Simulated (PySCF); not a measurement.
## Relaxation of singlet SbO2I

Level of theory: PBE0/[Sb def2-TZVP with ECP28, O def2-TZVP, I def2-TZVP with ECP28], scalar-relativistic core potentials, density fitting, no spin–orbit coupling, PySCF. A (50,194) grid was used.

A hand-made T-shaped (ligand arrangement 1) start, of C2v symmetry, held to at least that symmetry:

Coordinates in bohr (charge 0 multiplicity 1):
```
Sb    0.0000    0.0000   -2.3542
O     3.5882    0.0000   -2.2289
O    -3.5882    0.0000   -2.2289
I     0.0000    0.0000    2.8047
```

(1) What forces act on the atoms at the start (eV/Å)?

(2) What does it relax to?

(3) How much energy is released, and in how many steps?

## Answers

(1) 
| atom | Fx | Fy | Fz |
| --- | --- | --- | --- |
| Sb1 | 0.00 | 0.00 | 3.29 |
| O2 | -2.54 | 0.00 | -1.60 |
| O3 | 2.54 | 0.00 | -1.60 |
| I4 | 0.00 | 0.00 | -0.10 |

(2) It ends at C2v with Sb–I 2.665 Å, Sb–O 1.794 Å (×2); I–Sb–O 113.3° (×2), O–Sb–O 133.5° (after a last refinement on a finer grid). A frequency run shows a minimum. Other isomers or separated fragments may lie lower.

(3) 155.9 kJ/mol in 7 steps.

The relaxation took of the order of 7 core-minutes on a shared host.
